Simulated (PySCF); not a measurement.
These compounds are isomers of formula C₆H₆FNO.

A. `CO/C=C1/C[C@]1(F)C#N`
B. SMILES C1=C(C#N)COC[C@H]1F
C. `Fc1oncc1C1CC1`
D. `N#C[C@@H]1C=C(F)OCC1`
E. SMILES C=C(CF)c1cocn1

Spectrum 1. 1H NMR (300 MHz, computed): δ 7.14 (m, 1H), 5.36 (m, 1H), 4.44 (m, 1H), 4.36 (m, 1H), 4.27 (m, 1H), 3.52 (m, 1H). 13C{1H} NMR (computed): δ 152.4 (CH), 121.9 (C), 120.2 (C), 85.0 (CH), 69.8 (CH2), 69.4 (CH2).

Spectrum 2. 1H NMR (300 MHz, computed): δ 8.23 (m, 1H), 7.65 (m, 1H), 6.07 (m, 1H), 5.91 (m, 1H), 5.82 (m, 2H). 13C{1H} NMR (computed): δ 155.0 (CH), 146.2 (C), 144.1 (C), 140.8 (CH), 113.8 (CH2), 86.8 (CH2).

Spectrum 3. 1H NMR (300 MHz, computed): δ 4.61 (m, 1H), 4.56 (m, 1H), 4.46 (m, 1H), 3.09 (m, 1H), 1.93 (m, 1H), 1.75 (m, 1H). 13C{1H} NMR (computed): δ 172.6 (C), 125.3 (C), 74.7 (CH), 67.2 (CH2), 28.6 (CH2), 22.7 (CH).

Spectrum 4. 1H NMR (300 MHz, computed): δ 7.71 (m, 1H), 1.65 (m, 1H), 1.07 (m, 2H), 0.52 (m, 2H). 13C{1H} NMR (computed): δ 181.7 (C), 151.9 (CH), 105.2 (C), 11.9 (CH2), 5.7 (CH).

Spectrum 5. 1H NMR (300 MHz, computed): δ 7.06 (m, 1H), 4.15 (s, 3H), 2.13 (m, 1H), 2.00 (m, 1H). 13C{1H} NMR (computed): δ 152.0 (CH), 122.5 (C), 98.5 (C), 64.5 (C), 58.3 (CH3), 21.6 (CH2).

Method: structure optimised with GFN2-xTB, GIAO PBE0/pcSseg-1 shieldings, in PySCF 2.14.0 with density-fitted response routines (single conformer, relativity neglected, rapidly exchanging positions averaged, gas phase).

Chemical shifts δ = σref − σ; TMS for 1H, 13C, all at this level. Splittings of carbon signals by F and P are missing where no couplings were computed. Where no couplings were computed, multiplicities follow the n + 1 count of equivalent neighbours, and m marks all less simple cases (inequivalent or close neighbours, rings, F or P nearby). Shifts are as computed. Against solution values, carbons near 30 ppm lie about +3 ppm off and those near 130 ppm about +5 ppm. Of 1211 compounds with measured shifts, 218 miss one by over three times the rms of a fit or turn the order of signals round; such compounds aren't used in these exercises.

Problem. Match each spectrum to its structure.

Solution. 1–B, 2–E, 3–D, 4–C, 5–A.

- Spectrum 1 (B): 6 13C signals; δC 152.4 is an alkene CH; δC 121.9 is a fully substituted alkene carbon.
- Spectrum 2 (E): 6 13C signals; δC 144.1 is a fully substituted alkene carbon; δC 113.8 is a terminal =CH2 carbon.
- Spectrum 3 (D): 6 13C signals; δC 172.6 is an alkene carbon bearing oxygen; δC 125.3 is a nitrile carbon.
- Spectrum 4 (C): 5 13C signals; δC 181.7 is an aromatic carbon bearing fluorine; δC 151.9 is an aromatic CH next to a ring nitrogen.
- Spectrum 5 (A): 6 13C signals; δC 152.0 is an alkene carbon bearing oxygen; δC 122.5 is a nitrile carbon.
